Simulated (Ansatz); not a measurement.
Reaction (redistribution): `CC[SiH](O)[SiH3]` + `[SiH3]/C=C\CCl` → `O[SiH]([SiH3])CCl` + `CC/C=C/[SiH3]`

Calculated with Ansatz (gas phase, PBE0-D4/def2-TZVP geometries, no zero-point term in ΔE). CCSD(T)/CBS is the MP2 limit (def2-TZVPP, def2-QZVPP) plus CCSD(T) − MP2 in def2-TZVPP, frozen cores. Double bonds are as drawn, so ΔE can hold a change between cis and trans. One conformer a species, not always the lowest.

| level | ΔE (kJ/mol) |
| --- | --- |
| HF/def2-TZVPP | -15.0 |
| CCSD/def2-TZVPP | -10.6 |

What does CCSD(T)/CBS give? (An estimate is asked.)

The calculation gave: -10.5 kJ/mol. The listed levels differ from it by -4.5, -0.1 kJ/mol.

Largest T1 diagnostic among the species: 0.011.

In def2-TZVPP, CCSD(T) changes the Hartree–Fock value by +5.1 kJ/mol (the triples alone add +0.7 kJ/mol) and MP2 by +5.2 kJ/mol.
